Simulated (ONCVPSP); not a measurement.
**Pseudopotentials across the periodic table**

Generated with ld1.x 7.5 (TM, RRKJ, ultrasoft, PAW), atompaw 4.2 or ONCVPSP 4.0.1. The cutoff is in Ry: for ld1.x and atompaw files where the sum of valence levels is converged to 10 mRy in a Bessel basis, for ONCV files where the hardest occupied wave has 1 mHa per electron of residual kinetic energy. The error is the largest all-electron minus pseudo excitation energy over each file’s own four to seven test configurations (ionisations up to +4, promotions, holes and added fractions of an electron), all of which were solved. The labels leave out finer settings (local radius, basis sizes, second energies), which also bear on the numbers. Spin-polarised tests are not counted. The rows are a selection from randomly drawn settings: files with unsolved tests, undetermined cutoffs or missed reference levels are left out.

A true bound ghost makes a file unfit for plane-wave use even where its test errors are small: the radial tests pick states by their node count and pass the ghost by.

```csv
element,potential,cutoff (Ry),largest error (meV),bound ghosts
Cl,"ONCV, PBE, non-relativistic, rc 1.05/1.05/1.20 (spd), local p, core correction yes, reference 3s1 3p6, qcut 8.1/7.2/8.4, projectors 2/0/1",409,+23,s
Cr,"ONCV, LDA (Perdew-Wang 92), scalar-relativistic, rc 2.25/3.40/1.85 (spd), local smoothed, core correction no, reference 3d5 4s0.5 4p0.5, qcut 3.3/2.1/9.2, projectors 2/2/3",60,-63,none
Mn,"ONCV, PBEsol, fully relativistic, rc 0.80/1.40/1.75/1.85 (spdf), local smoothed, core correction yes, reference 3s2 3p6 3d5, qcut 8.3/7.7/7.5/5.9, projectors 2/3/1/3",422,-307,none
Mn,"ONCV, PBE, scalar-relativistic, rc 1.30/1.40/1.95 (spd), local smoothed, core correction no, reference 3s2 3p6 3d5 4s1, qcut 10.1/8.6/9.5, projectors 2/2/2",79,+94,none
Sb,"ONCV, PBE, fully relativistic, rc 1.45/1.40/1.35 (spd), local smoothed, core correction yes, reference 4s2 4p6 4d10 5s2 5p2, qcut 10.3/11.9/9.3, projectors 2/2/3",91,-343,"d5/2, d3/2"
```

(1) Fill in the row for Cu: ONCV, LDA (Perdew-Wang 92), non-relativistic, rc 1.00/0.75/0.75 (spd), local smoothed, core correction yes, reference 3s2 3p6 3d9 4s2, qcut 15.7/12.7/13.4, projectors 2/2/2.

(2) Fill in the row for Ge: ONCV, PBEsol, scalar-relativistic, rc 1.55/1.90/1.55 (spd), local d, core correction yes, reference 4s2 4p1.5, qcut 4/3.8/5.5, projectors 2/1/0.

(3) Fill in the row for Br: ONCV, PBE, scalar-relativistic, rc 1.55/1.80/1.95 (spd), local smoothed, core correction yes, reference 4s2 4p4.75, qcut 3.6/4.6/4.9, projectors 2/2/2.

## Answers

(1) cutoff 742 Ry, largest error +3.7 meV, bound ghosts: none.

(2) cutoff 18 Ry, largest error -165 meV, bound ghosts: s, p.

(3) cutoff 101 Ry, largest error -17 meV, bound ghosts: none.
